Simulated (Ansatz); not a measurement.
All values below come from frozen-core CCSD(T)/cc-pVTZ // B3LYP-D3(BJ)/def2-TZVP in Ansatz (a quantum-chemistry and plane-wave program).

Ansatz 0.2 input:
```yaml
crystal:
  periodic: [false, false, false]
  atoms:
    - { symbol: B, position_ang: [1.619701, -0.198574, -0.034022] }
    - { symbol: C, position_ang: [0.38841, 0.393075, 0.13203] }
    - { symbol: C, position_ang: [-1.008517, -0.14041, -0.062823] }
    - { symbol: H, position_ang: [2.68712, -0.661253, -0.161954] }
    - { symbol: H, position_ang: [0.45164, 1.432987, 0.463943] }
    - { symbol: H, position_ang: [-1.004517, -1.179032, -0.39316] }
    - { symbol: H, position_ang: [-1.581991, -0.090181, 0.866589] }
    - { symbol: H, position_ang: [-1.551847, 0.443387, -0.810604] }
basis:
  gaussian: { orbitals: cc-pVTZ }
correlation:
  method: ccsd_t
```

Output:

```
Functional definition: HF
898 factors; integrals over basis functions are off by at most 1.1e-3 eV
mean field evaluation 1: about -2807.5080 eV, gradient 3.3e1 eV
mean field evaluation 2: about -2807.5081 eV, gradient 3.3e1 eV
mean field evaluation 4: about -2810.6533 eV, gradient 3.4e0 eV
mean field evaluation 8: about -2810.7228 eV, gradient 1.2e-1 eV
mean field evaluation 16: about -2810.7173 eV, gradient 8.6e-1 eV
mean field -2810.72294373 eV, -103.2921630058 hartree, gradient 4.2e-6 eV, S^2 0.000000; 0 other end points of the search recorded, 0 dependent functions left out
3 core orbitals not correlated
reference -2810.72294373 eV, -103.2921630058 hartree; 8, 8 occupied and 149, 149 virtual orbitals, 898 factors
second order -11.78594695 eV of doubles, -0.00000000 eV of singles
cycle   1  -12.31554372 eV  change   -5.3e-1 eV  update   7.6e-2
cycle   2  -12.65302937 eV  change   -3.4e-1 eV  update   2.4e-2
cycle   3  -12.71160395 eV  change   -5.9e-2 eV  update   1.1e-2
cycle   4  -12.70757570 eV  change    4.0e-3 eV  update   2.9e-3
cycle   5  -12.70749618 eV  change    8.0e-5 eV  update   1.2e-3
cycle   6  -12.70738679 eV  change    1.1e-4 eV  update   3.3e-4
cycle   7  -12.70730373 eV  change    8.3e-5 eV  update   1.2e-4
cycle   8  -12.70730897 eV  change   -5.2e-6 eV  update   5.3e-5
cycle   9  -12.70730394 eV  change    5.0e-6 eV  update   1.7e-5
perturbative correction -0.52851751 eV, -0.0194226603 hartree
Total energy: -2823.95876519 eV, -103.7785704727 hartree
```

Cost: around 29 core-seconds (rough).
